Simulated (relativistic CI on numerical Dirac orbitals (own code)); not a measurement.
Computed by Dirac-Coulomb-Breit CI, orbitals from a KLI potential per configuration, model QED (radiative potential, 1s self-energy scaled to tabulated hydrogen-like ionisation energies), unscaled Slater integrals (own radial code, finite nucleus).

The strongest absorption lines from the ground level of an ion, among the configurations computed and to levels below about 1460 eV (vacuum wavelength in Å, gf): 27.702 (0.91), 29.942 (1.2), 38.364 (0.17), 41.095 (0.14), 41.186 (1.2), 41.582 (0.67), 41.949 (0.28), 42.108 (0.14).

(1) Which ion is it?
A. Gd44+
B. Hf52+
C. Gd42+
D. Er48+

## Answers

(1) A. Gd44+ has 20 electrons and the ground level 3s²3p⁶3d² ³F2; the strongest line goes to 3s²3p⁵3d³ ³G°3. The pattern of lines fixes the number of electrons, and along that sequence the line energies rise steadily with the charge (about as its square where n changes within one kind of shell, about linearly where n is kept but much faster in heavy ions where fine structure, which grows about as Z⁴, sets the gap, and irregularly where shells cross), which fixes Z. Configurations outside the model, such as inner-shell arrays, can give stronger lines. At this charge energies of transitions that change n are usually good to better than 1 %, and those within a shell (Δn = 0) to a few per cent.

LS names give the leading component of a level, which can be under half, so a name can repeat, a term be missing and a line seem to break the LS rules.
